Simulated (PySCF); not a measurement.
**Ne⁺ (neon, charge +1) across methods**

[He] 2s1 2p6, 2S determinant (an excited configuration). Calculation: PySCF 2.14, in aug-cc-pVTZ (5s4p3d2f, 46 functions); no relativity, point nucleus.

```
method  E (hartree)  mean ε 2s α (eV)  mean ε 2p α (eV)  mean ε 2p β (eV)  Σ⟨r²⟩ (bohr²)   ⟨S²⟩
  PBE0    -127.1464           -61.688           -36.641           -33.627          7.070  0.752
   LDA    -126.5650           -56.452           -33.498           -31.567          7.138  0.751
r2SCAN    -127.1875           -59.261           -34.429           -31.839          7.042  0.752
M06-2X    -127.1881           -65.323           -39.564           -36.590          7.059  0.751
   UHF   -126.72180           -75.294           -45.560           -39.085          7.035  0.756
PBEsol    -126.8554           -56.619           -33.293           -31.284          7.116  0.751
   PBE    -127.1884           -56.875           -33.401           -31.368          7.113  0.751
 HSE06    -127.1598           -61.236           -36.211           -33.202          7.074  0.752
```

(1) Estimate the same row for B97-3.

Results:

(1) E (hartree) = -127.2142; mean ε 2s α (eV) = -62.017; mean ε 2p α (eV) = -36.819; mean ε 2p β (eV) = -33.827; Σ⟨r²⟩ (bohr²) = 7.049; ⟨S²⟩ = 0.752.
